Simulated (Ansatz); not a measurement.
`F[SiH2][SiH2]S` + SiH₄ → `[SiH3][SiH2]S` + `F[SiH3]` at 298.15 K and 1 bar (formal exchange of groups at the Si–Si bond).

Computed with Ansatz on PBE0-D4/def2-TZVP structures; ΔE is electronic, products minus reactants. CCSD(T)/CBS is the MP2 limit (def2-TZVPP, def2-QZVPP) plus CCSD(T) − MP2 in def2-TZVPP, frozen cores. This one scheme is used for every species. Each species was taken in one conformer, which may not be the lowest.

| species | CCSD(T)/CBS energy (Eh) | H − E (kJ/mol) | S (J/(mol·K)) |
| --- | --- | --- | --- |
| `F[SiH2][SiH2]S` | -1078.81150 | 144.3 | 357.4 |
| SiH₄ | -291.46306 | 92.1 | 204.8 |
| `[SiH3][SiH2]S` | -979.55409 | 154.2 | 338.3 |
| `F[SiH3]` | -390.72345 | 82.7 | 238.5 |

H − E and S are ideal-gas, rigid-rotor, harmonic terms from PBE0-D4/def2-TZVP, for one conformer and one mirror image of each species. 1 Eh = 2625.50 kJ/mol, R = 8.31446 J/(mol·K).

Problem. By hand: ΔE, ΔH, ΔS and ΔG.

Solution. ΔE = (-979.55409) + (-390.72345) − (-1078.81150) − (-291.46306) = -0.00298 Eh = -7.8 kJ/mol. Δ(H − E) = 154.2 + 82.7 − 144.3 − 92.1 = 0.5, so ΔH = -7.3 kJ/mol. ΔS = 338.3 + 238.5 − 357.4 − 204.8 = 14.6 J/(mol·K). ΔG = -7.3 − 298.15 × (14.6)/1000 = -11.7 kJ/mol.

Problem. By hand: the equilibrium constant, and the temperature at which ΔG would vanish if ΔH and ΔS stayed fixed.

Solution. log₁₀ K = −ΔG/(RT ln 10) = 2.0. ΔH and −TΔS have one sign here, so there is no such temperature.

TΔS isn't small against ΔH here. A doubt of 5 kJ/mol in ΔE shifts log₁₀ K by 0.9 here. Other conformers and mirror images would add mixing entropy, several J/(mol·K) or more a flexible species. Modes under 60 cm⁻¹, often nearly free rotors, make the harmonic entropy too high. These are equilibria of isolated gas molecules and say nothing of rates. Largest T1 diagnostic: 0.012 (customary marks: 0.02 for closed shells, 0.045 for open ones).
